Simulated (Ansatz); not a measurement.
Total energies of CH5AlFGa, SMILES `F[CH2][AlH][GaH2]`.

```xyz
9

F     1.6019   -0.5900   -1.1111
C     0.4408   -1.3550   -0.9075
Al   -0.8340   -0.3565    0.2445
Ga   -0.0952    1.9187    1.0164
H     0.7501   -2.3128   -0.4694
H     0.0254   -1.5924   -1.8955
H    -2.2142   -1.0841    0.5784
H    -0.3865    3.2316    0.1891
H     0.7118    2.1405    2.3552
```

Total charge 0; spin multiplicity 1. Correlated methods include outer-core shells of Ga, which these sets cover unevenly. Scalar relativity is left out up to krypton. The geometry is a stationary point of PBE0-D4/def2-TZVP. It is one conformer, not always the lowest. Basis def2-TZVPP, Ansatz.

RPA on PBE orbitals: Hartree–Fock energy of these orbitals -2305.34087 Eh, correlation -1.20032 Eh (frozen core).

| functional | energy without D4 (Eh) | D4 term (kJ/mol) |
| --- | --- | --- |
| HSE06 (plane-wave form) | -2307.73291 | -12.4 |
| B2PLYP | -2307.68462 | – |

Problem. Give the same for LDA (SPW92), PBE, revPBE, BLYP, r2SCAN, B97M-V, PBE0, B3LYP, r2SCANh, r2SCAN0, BHLYP, CAM-B3LYP, LC-ωPBE, ωB97X-V, ωB97M-V, PBE-QIDH. (Estimate.)

Solution. Computed: 
| functional | energy without D4 (Eh) | D4 term (kJ/mol) |
| --- | --- | --- |
| LDA (SPW92) | -2303.14289 | – |
| PBE | -2307.67670 | -15.3 |
| revPBE | -2308.02375 | -40.8 |
| BLYP | -2308.30358 | -32.5 |
| r2SCAN | -2308.15400 | -3.7 |
| B97M-V | -2307.80419 | – |
| PBE0 | -2307.74639 | -13.1 |
| B3LYP | -2308.34446 | -24.8 |
| r2SCANh | -2308.13401 | -4.0 |
| r2SCAN0 | -2308.10560 | -4.5 |
| BHLYP | -2308.17489 | -21.7 |
| CAM-B3LYP | -2308.33961 | -13.6 |
| LC-ωPBE | -2307.85007 | – |
| ωB97X-V | -2307.99971 | – |
| ωB97M-V | -2308.08388 | – |
| PBE-QIDH | -2307.29951 | – |

B3LYP takes the VWN-RPA correlation (the form of Gaussian; ORCA's B3LYP/G). HSE06 is the plane-wave form, built on full-range PBE exchange. The double hybrids freeze the cores in their second-order part.

LC-ωPBE has ω = 0.4 bohr⁻¹.
